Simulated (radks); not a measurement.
Values are calculated unless marked as measured or tabulated.
Charge is removed step by step from the 3d up level of Mn2+, starting from [Ar] 3d(up 5, down 0). Code: a radial shooting solver on a logarithmic mesh with Libxc functionals. Model: non-relativistic Kohn-Sham, BLYP, spin-polarised, spherical densities, point nucleus.

removed (e)  E - E(0) (eV)  eigenvalue (eV)  E minus straight line (eV)
0                    0.000          -25.842                       0.000
0.125                3.354          -27.828                      -0.917
0.25                 6.959          -29.860                      -1.583
0.375               10.821          -31.936                      -1.991
0.5                 14.945          -34.055                      -2.138
0.625               19.336          -36.215                      -2.018
0.75                24.000          -38.416                      -1.624
0.875               28.942          -40.657                      -0.953
1                   34.166          -42.936                       0.000

Removing the whole electron costs 34.166 eV by Delta-SCF, against 25.842 eV from minus the eigenvalue at the starting occupation. Slater's transition state (half an electron removed) gives 34.055 eV. Integrating minus the eigenvalue over the occupation (Janak's theorem) gives 34.166 eV. The mean slope of the eigenvalue, de/dn, is 17.1 eV per electron. Ionisation energy of Mn2+ in the NIST Atomic Spectra Database: 33.67 eV (measured).
